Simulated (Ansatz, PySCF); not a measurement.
Process, species as SMILES: B=N (BNH2) [iminoborane] -> B=N (BNH2) as triplet, charge 0
Each molecule is optimised on its own at B3LYP-D3(BJ)/def2-TZVP (Ansatz, a program for electronic structure). A spin state is the lowest found, not a proven ground state.

Property: adiabatic triplet-singlet gap (electronic energy difference), in kcal/mol. Cores are frozen in the correlated levels unless marked. UHF or UKS for open shells. No spin-orbit coupling. Non-relativistic. Basis-set limits of correlation are two-point, X^-3; Hartree-Fock from the larger set.

| level | program | adiabatic triplet-singlet gap (kcal/mol) | minus last row |
|---|---|---|---|
| HF/cc-pVDZ | Ansatz | 66.7 | -32.0 |
| HF/cc-pVQZ | Ansatz | 67.9 | -30.8 |
| M06-L-D4/def2-TZVPD | PySCF + dftd4 | 92.7 | -6.0 |
| PBE0-D4/def2-TZVP | Ansatz + dftd4 | 91.1 | -7.6 |
| PBE0/def2-TZVPD | Ansatz | 91.1 | -7.6 |
| RI-MP2/def2-TZVPP | Ansatz | 103.8 | 5.1 |
| CCSD(T)/CBS(def2-TZVPPD,def2-QZVPPD) | Ansatz | 98.7 | 0.0 |
